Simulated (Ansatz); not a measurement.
Basis-set extrapolation for C$_{4}$H$_{8}$B$_{2}$, SMILES `BCBCC#C` (PBE0-D4/def2-TZVP geometry, frozen core, Ansatz 0.2.0). Multiplicity 1, RHF reference.

```csv
,def2-TZVPP,def2-QZVPP
HF,-205.458690,-205.468041
MP2 correlation,-0.875962,-0.928837
CCSD(T) correlation,-0.965527,not run
```

Energies in hartree. Use E(X) = E(∞) + A·exp(−7.88·√X) for Hartree–Fock and E(X) = E(∞) + B·X^(−2.97) for correlation, with X = 3 and 4, and add CCSD(T) minus MP2 of the smaller set to the MP2 limit.

What is the CCSD(T) energy at the basis-set limit?

HF limit: -205.468041 + (-0.009351) × 0.13774 = -205.46933. MP2 limit: -0.928837 + (-0.052875) × 0.74074 = -0.96800. Higher-order term: -0.965527 − (-0.875962) = -0.08957. Total: -206.52690 hartree, 269.6 kJ/mol below CCSD(T)/def2-TZVPP.
